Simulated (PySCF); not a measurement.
## Ce(NH2)4 at several levels of theory

Computed with PySCF 2.14.0 (density fitting, no spin-orbit coupling) at the geometry relaxed with PBE0:

```xyz
13
Ce(NH2)4 (singlet)
Ce    0.0000    0.0000    0.0000
N     1.2748    1.2352    1.3018
H     1.2134    1.3763    2.3090
H     2.1261    1.7012    0.9866
N    -1.2748   -1.3018    1.2352
H    -2.1261   -0.9866    1.7012
H    -1.2134   -2.3090    1.3763
N     1.2748   -1.2352   -1.3018
H     2.1261   -1.7012   -0.9866
H     1.2134   -1.3763   -2.3090
N    -1.2748    1.3018   -1.2352
H    -1.2134    2.3090   -1.3763
H    -2.1261    0.9866   -1.7012
```

```
level                                                 basis    state  HOMO (eV)  gap (eV)  charge on Ce1 (e)  population of f-type functions on Ce1 (polarisation alone where 4f lies in the core)  dipole about the centre of mass (D)  largest force component (eV/Å)
 PBE0     Ce lcecp-2-SVP with ECP46, N def2-SVP, H def2-SVP  singlet          –         –               1.21                                                                                  0.13                                 0.00                            0.01
 TPSS                                              the same  singlet          –         –               1.07                                                                                  0.12                                 0.00                            0.33
M06-L                                              the same  singlet          –         –               1.34                                                                                  0.12                                 0.00                            0.10
TPSSh                                              the same  singlet          –         –               1.17                                                                                  0.12                                 0.00                            0.18
 PBE0  Ce lcecp-2-TZVP with ECP46, N def2-TZVP, H def2-TZVP  singlet          –         –               1.73                                                                                  0.15                                 0.00                            0.32
 PBE0             Ce x2c-SVPall, N x2c-SVPall, H x2c-SVPall  singlet      -6.40      4.15               0.62                                                                                  0.84                                 0.00                            0.09
```

In the lcecp rows the 4f levels are missing from HOMO and gap, and the state counts the valence alone.

Charges are Mulliken's, which hang on the basis. The relaxation used the grid (50, 194), these runs (75, 302) or, all-electron (x2c bases, spin-free X2C Hamiltonian), (99, 590).

Question: What does CAM-B3LYP with Ce lcecp-2-SVP with ECP46, N def2-SVP, H def2-SVP give here?

Answer: state singlet, charge on Ce1 (e) 1.19, population of f-type functions on Ce1 (polarisation alone where 4f lies in the core) 0.14, dipole about the centre of mass (D) 0.00, largest force component (eV/Å) 0.04. Time: 12 s on 2 threads of Arm Neoverse V1 (shared host), from an already converged density.
